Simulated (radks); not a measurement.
The numbers below are computed, except where a source is named.
Problem. Neutral bismuth, [Hg] 6p3. Code: a radial shooting solver on a logarithmic mesh with Libxc functionals. Model: non-relativistic Kohn-Sham, PBE, spin-polarised, spherical densities, point nucleus. Every spin shell is full or empty, so the densities are truly spherical. Functionals are evaluated on that one density, not self-consistently. Rank these orbital-free kinetic functionals by their error against the exact value of the orbitals, and give that value: Thomas-Fermi, von Weizsacker, TF + vW, TF + vW/5, LC94, APBEK, revAPBEK, Perdew 92, Thakkar, LKT, DePristo-Kress, Ernzerhof.

Solution. Exact: 20094.7 hartree. From best to worst, with 100 (|E| - |E exact|)/|E exact| (equal figures are ties): LC94 +0.03, APBEK +0.05, revAPBEK +0.19, DePristo-Kress -0.19, Ernzerhof -0.46, Perdew 92 -0.66, Thakkar -0.78, TF + vW/5 +2.44, Thomas-Fermi -4.55, LKT +15.70, TF + vW +30.41, von Weizsacker -65.04.
